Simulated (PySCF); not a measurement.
Excited states of La(3+) (lanthanum, charge +3)

Ground state [Xe], ¹S. Calculation: PySCF 2.14, in x2c-SVPall with two added diffuse shells each of s, d type (9s5p8d2f, 78 functions); the spin-free X2C one-electron Hamiltonian (Gaussian nucleus). Vertical excitation energies in eV without spin-orbit coupling; excited terms of each kind are numbered among those the solver found. Frozen: [Kr].

```csv
term,leading excitation,EOM-EE-CCSD
1 3P°,5p → d,20.903
1 3F°,5p → d,21.684
1 1D°,5p → d,22.753
1 3D°,5p → d,22.912
1 1F°,5p → d,23.066
1 3G,5p → f,24.076
1 1G,5p → f,24.949
1 1P°,5p → s,27.195
1 3S,5p → p,31.720
1 3D,5p → p,32.096
1 1D,5p → p,32.181
```

The spin-orbit splitting of the hole, absent here, rivals or exceeds the spacing of these terms, so the LS terms are model states.

The solver can miss terms.
